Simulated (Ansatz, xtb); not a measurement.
**GeH3O+: which of two isomers lies lower**

We compare X, `[OH][GeH2+]`, a singlet, with Y, `[OH2+][GeH]`, a singlet. Both are isolated ions in the gas phase, relaxed with B3LYP/6-31G*; the shapes shown needn't be the lowest conformers.

X (Å):

```xyz
5

Ge   -0.3947   -0.0524   -0.3627
O     0.4055   -1.2673    0.5548
H     0.4004    0.2971   -1.6206
H    -1.7315    0.5191    0.1366
H    -0.0122   -1.5724    1.3852
```

Y (Å):

```json
{"atom": "Ge", "x (Å)": "-1.1691", "y (Å)": "0.1522", "z (Å)": "0.6370"}
{"atom": "O", "x (Å)": "0.0899", "y (Å)": "-0.5302", "z (Å)": "-0.8520"}
{"atom": "H", "x (Å)": "1.0561", "y (Å)": "-0.3852", "z (Å)": "-0.8576"}
{"atom": "H", "x (Å)": "-2.3402", "y (Å)": "-0.5288", "z (Å)": "-0.2156"}
{"atom": "H", "x (Å)": "-0.1751", "y (Å)": "-1.0370", "z (Å)": "-1.6446"}
```

Quicker runs give these differences E(Y) − E(X): GFN2-xTB −20.2 kcal/mol; HF/STO-3G +2.1 kcal/mol (at GFN2-xTB geometries); r2SCAN-D4/def2-SVP −9.8 kcal/mol (at GFN2-xTB geometries).

Q: Which of the two would you expect CCSD(T)/def2-TZVPP electronic energies to favour?

A: Structure Y; the calculation gives E(Y) − E(X) = −5.7 kcal/mol.

Level by level:

```tsv
level	geometry	E(Y) − E(X) (kcal/mol)	departure from the last row (kcal/mol)	job, with rough time for the two
GFN2-xTB	GFN2-xTB	−20.2	−14.5	optimisation, 0.095 s
HF/STO-3G	GFN2-xTB	+2.1	+7.7	single point, 0.18 s
r2SCAN-D4/def2-SVP	GFN2-xTB	−9.8	−4.1	single point, 1.3 s
B3LYP/6-31G*	B3LYP/6-31G*	−12.9	−7.2	optimisation, 9.6 s
HF/def2-TZVPP	B3LYP/6-31G*	−9.1	−3.5	part of the CCSD(T) run
MP2/def2-TZVPP	B3LYP/6-31G*	−3.2	+2.5	part of the CCSD(T) run
CCSD(T)/def2-TZVPP	B3LYP/6-31G*	−5.7		single point, 14 s
```

As drawn, Y has 1 O–H in place of 1 Ge–H.

HF/STO-3G puts the two in the other order. The largest departure from CCSD(T)/def2-TZVPP is that of GFN2-xTB, 14.5 kcal/mol.

With harmonic frequencies from B3LYP/6-31G* (ideal gas, rigid rotor, one conformer each, 298.15 K, 1 atm): on the last row, ΔE + ΔZPE = −4.1, ΔH = −3.8, ΔG = −4.5 kcal/mol.

The correlated steps freeze 10 core orbitals; the filled d shell of Ge is correlated, in a basis made for valence electrons. Programs: Ansatz 0.2.0, xtb 6.7.1; the last row on 1 thread of Intel(R) Xeon(R) 6975P-C (Granite Rapids) on a shared host.
